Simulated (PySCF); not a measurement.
H9N3Si2, SMILES [SiH2](N)N[SiH2]N.

Geometry: PBE-D3(BJ)/def2-SVP. The values are those of a single conformer.

Calculation: PBE-D3(BJ)/def2-SVP run with PySCF.

Frequencies are harmonic and unscaled.

| mode | ν (cm⁻¹) | IR (km/mol) | moving atoms (share of kinetic energy) |
|---|---|---|---|
| 1 | 51 | 0.7 | N 77 %, H 22 % |
| 2 | 54 | 0.1 | H 36 %, Si 35 %, N 28 % |
| 3 | 164 | 1.6 | N 52 %, H 31 %, Si 17 % |
| 4 | 189 | 7.8 | H 58 %, Si 23 %, N 18 % |
| 5 | 211 | 9.6 | H 57 %, N 29 %, Si 15 % |
| 6 | 308 | 19.2 | H 58 %, N 21 %, Si 20 % |
| 7 | 309 | 34.4 | H 64 %, Si 20 %, N 16 % |
| 8 | 380 | 0.4 | H 74 %, N 22 % |
| 9 | 388 | 319.0 | H 79 %, N 19 % |
| 10 | 490 | 72.3 | H 81 %, N 16 % |
| 11 | 560 | 36.7 | H 70 %, Si 21 %, N 9 % |
| 12 | 573 | 4.8 | H 86 %, Si 12 % |
| 13 | 674 | 40.1 | H 62 %, N 22 %, Si 17 % |
| 14 | 680 | 5.6 | H 94 % |
| 15 | 761 | 89.8 | H 54 %, N 30 %, Si 16 % |
| 16 | 794 | 1.7 | H 52 %, N 37 %, Si 11 % |
| 17 | 830 | 25.1 | N 43 %, H 38 %, Si 19 % |
| 18 | 842 | 101.8 | H 50 %, N 26 %, Si 24 % |
| 19 | 864 | 115.8 | H 65 %, N 21 %, Si 14 % |
| 20 | 895 | 500.3 | H 80 %, Si 13 % |
| 21 | 927 | 46.7 | N 43 %, H 42 %, Si 15 % |
| 22 | 934 | 28.0 | H 93 % |
| 23 | 946 | 176.2 | H 92 % |
| 24 | 951 | 8.8 | H 75 %, Si 18 % |
| 25 | 1156 | 309.6 | H 60 %, N 34 % |
| 26 | 1488 | 48.3 | H 89 %, N 11 % |
| 27 | 1489 | 39.1 | H 89 %, N 11 % |
| 28 | 2125 | 28.7 | H 96 % |
| 29 | 2136 | 283.5 | H 96 % |
| 30 | 2137 | 108.8 | H 97 % |
| 31 | 2146 | 189.8 | H 98 % |
| 32 | 3478 | 23.8 | H 93 % |
| 33 | 3488 | 14.2 | H 96 % |
| 34 | 3488 | 14.1 | H 96 % |
| 35 | 3587 | 18.5 | H 91 %, N 9 % |
| 36 | 3587 | 15.5 | H 91 %, N 9 % |
